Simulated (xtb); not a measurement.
Job for xtb: GFN2-xTB on CH5N (SMILES CN).

```
$ xtb mol.xyz --gfn 2 --sp --chrg 0 --uhf 0
7

C     -0.28235628    -0.60096315    -0.16686685
N      0.25922160     0.61472378     0.44706474
H     -1.03063703    -1.03298174     0.49794776
H      0.51842747    -1.33387373    -0.27681043
H     -0.74243522    -0.45189035    -1.15176554
H     -0.46966179     1.30864798     0.56599624
H      0.96804064     1.03219841    -0.14408010
```

It printed:

```
[...]
           -------------------------------------------------
          |                Calculation Setup                |
           -------------------------------------------------



           -------------------------------------------------
          |                 G F N 2 - x T B                 |
           -------------------------------------------------

        Reference                      10.1021/acs.jctc.8b01176
      * Hamiltonian:
        H0-scaling (s, p, d)           1.850000    2.230000    2.230000
        zeta-weighting                 0.500000
      * Dispersion:
        s8                             2.700000
        a1                             0.520000
        a2                             5.000000
        s9                             5.000000
      * Repulsion:
        kExp                           1.500000    1.000000
        rExp                           1.000000
      * Coulomb:
        alpha                          2.000000
        third order                    shell-resolved
        anisotropic                    true
        a3                             3.000000
        a5                             4.000000
        cn-shift                       1.200000
        cn-exp                         4.000000
        max-rad                        5.000000


          ...................................................
          :                      SETUP                      :
          :.................................................:
          :  # basis functions                  13          :
          :  # atomic orbitals                  13          :
          :  # shells                            9          :
          :  # electrons                        14          :
          :  max. iterations                   250          :
          :  Hamiltonian                  GFN2-xTB          :
          :  restarted?                      false          :
          :  GBSA solvation                  false          :
          :  PC potential                    false          :
          :  electronic temp.          300.0000000     K    :
          :  accuracy                    1.0000000          :
          :  -> integral cutoff          0.2500000E+02      :
          :  -> integral neglect         0.1000000E-07      :
          :  -> SCF convergence          0.1000000E-05 Eh   :
          :  -> wf. convergence          0.1000000E-03 e    :
          :  Broyden damping             0.4000000          :
          :  net charge                          0          :
          :  unpaired electrons                  0          :
          ...................................................

 iter      E             dE          RMSdq      gap      omega  full diag
   1     -7.6690904 -0.766909E+01  0.308E+00   11.09       0.0  T
   2     -7.6829633 -0.138729E-01  0.161E+00   11.35       1.0  T
   3     -7.6835568 -0.593482E-03  0.698E-01   11.38       1.0  T
   4     -7.6836107 -0.539409E-04  0.784E-02   11.32       1.0  T
   5     -7.6836116 -0.918690E-06  0.352E-02   11.32       1.1  T
   6     -7.6836118 -0.183306E-06  0.332E-03   11.32      11.4  T
   7     -7.6836118 -0.462744E-08  0.844E-04   11.32      44.8  T
   8     -7.6836118 -0.110627E-08  0.220E-04   11.32     172.0  T

   *** convergence criteria satisfied after 8 iterations ***

         #    Occupation            Energy/Eh            Energy/eV
      -------------------------------------------------------------
         1        2.0000           -0.6185640             -16.8320
         2        2.0000           -0.5742676             -15.6266
         3        2.0000           -0.5209502             -14.1758
         4        2.0000           -0.5059650             -13.7680
         5        2.0000           -0.4804464             -13.0736
         6        2.0000           -0.4474365             -12.1754
         7        2.0000           -0.3659989              -9.9593 (HOMO)
         8                          0.0499134               1.3582 (LUMO)
         9                          0.1313890               3.5753
        10                          0.1597687               4.3475
        11                          0.1803687               4.9081
        12                          0.2269920               6.1768
        13                          0.2627955               7.1510
      -------------------------------------------------------------
                  HL-Gap            0.4159123 Eh           11.3175 eV
             Fermi-level           -0.1580427 Eh           -4.3006 eV

 SCC (total)                   0 d,  0 h,  0 min,  0.004 sec
 SCC setup                      ...        0 min,  0.000 sec (  5.629%)
 Dispersion                     ...        0 min,  0.000 sec (  1.738%)
 classical contributions        ...        0 min,  0.000 sec (  1.601%)
 integral evaluation            ...        0 min,  0.000 sec (  8.936%)
 iterations                     ...        0 min,  0.002 sec ( 58.920%)
 molecular gradient             ...        0 min,  0.001 sec ( 17.354%)
 printout                       ...        0 min,  0.000 sec (  5.267%)

         :::::::::::::::::::::::::::::::::::::::::::::::::::::
         ::                     SUMMARY                     ::
         :::::::::::::::::::::::::::::::::::::::::::::::::::::
         :: total energy              -7.586954629956 Eh    ::
         :: gradient norm              0.010803681583 Eh/a0 ::
         :: HOMO-LUMO gap             11.317549950059 eV    ::
         ::.................................................::
         :: SCC energy                -7.683611728279 Eh    ::
         :: -> isotropic ES            0.011156449919 Eh    ::
         :: -> anisotropic ES          0.003517281710 Eh    ::
         :: -> anisotropic XC          0.007908043777 Eh    ::
         :: -> dispersion             -0.001620489367 Eh    ::
         :: repulsion energy           0.096657098323 Eh    ::
         :: add. restraining           0.000000000000 Eh    ::
         :: total charge              -0.000000000000 e     ::
         :::::::::::::::::::::::::::::::::::::::::::::::::::::

           -------------------------------------------------
          |                Property Printout                |
           -------------------------------------------------

    * Orbital Energies and Occupations

         #    Occupation            Energy/Eh            Energy/eV
      -------------------------------------------------------------
         1        2.0000           -0.6185640             -16.8320
         2        2.0000           -0.5742676             -15.6266
         3        2.0000           -0.5209502             -14.1758
         4        2.0000           -0.5059650             -13.7680
         5        2.0000           -0.4804464             -13.0736
         6        2.0000           -0.4474365             -12.1754
         7        2.0000           -0.3659989              -9.9593 (HOMO)
         8                          0.0499134               1.3582 (LUMO)
         9                          0.1313890               3.5753
        10                          0.1597687               4.3475
        11                          0.1803687               4.9081
        12                          0.2269920               6.1768
        13                          0.2627955               7.1510
      -------------------------------------------------------------
                  HL-Gap            0.4159123 Eh           11.3175 eV
             Fermi-level           -0.1580427 Eh           -4.3006 eV

     #   Z          covCN         q      C6AA      α(0)
     1   6 C        3.679    -0.021    21.173     6.591
     2   7 N        2.627    -0.337    28.675     7.953
     3   1 H        0.925     0.039     2.463     2.454
Note: The following floating-point exceptions are signalling: IEEE_DENORMAL
normal termination of xtb
     4   1 H        0.924     0.038     2.470     2.458
     5   1 H        0.924     0.010     2.886     2.657
     6   1 H        0.860     0.135     1.506     1.923
     7   1 H        0.860     0.135     1.506     1.923

 Mol. C6AA /au·bohr⁶  :        296.620676
 Mol. C8AA /au·bohr⁸  :       5646.939302
 Mol. α(0) /au        :         25.957697


Wiberg/Mayer (AO) data.
largest (>0.10) Wiberg bond orders for each atom

 ---------------------------------------------------------------------------
     #   Z sym  total        # sym  WBO       # sym  WBO       # sym  WBO
 ---------------------------------------------------------------------------
     1   6 C    3.986 --     2 N    1.034     4 H    0.986     3 H    0.986
                             5 H    0.980
     2   7 N    2.998 --     1 C    1.034     7 H    0.971     6 H    0.971
     3   1 H    0.998 --     1 C    0.986
     4   1 H    0.999 --     1 C    0.986
     5   1 H    1.000 --     1 C    0.980
     6   1 H    0.982 --     2 N    0.971
     7   1 H    0.982 --     2 N    0.971
 ---------------------------------------------------------------------------

Topologies differ in total number of bonds
Writing topology from bond orders to xtbtopo.mol

molecular dipole:
                 x           y           z       tot (Debye)
 q only:       -0.079       0.049      -0.176
   full:       -0.215       0.183      -0.504       1.469
molecular quadrupole (traceless):
                xx          xy          yy          xz          yz          zz
 q only:        0.039       0.070       0.913      -0.598      -0.081      -0.952
  q+dip:        0.372      -0.427       1.241      -1.393      -0.840      -1.613
   full:        0.332      -0.237       1.531      -1.439      -0.590      -1.864


           -------------------------------------------------
          | TOTAL ENERGY               -7.586954629956 Eh   |
          | GRADIENT NORM               0.010803681583 Eh/α |
          | HOMO-LUMO GAP              11.317549950059 eV   |
           -------------------------------------------------

------------------------------------------------------------------------
------------------------------------------------------------------------
 total:
 SCF:
```

The run finished.

Cost: about 0.06 core-seconds (a rough figure).
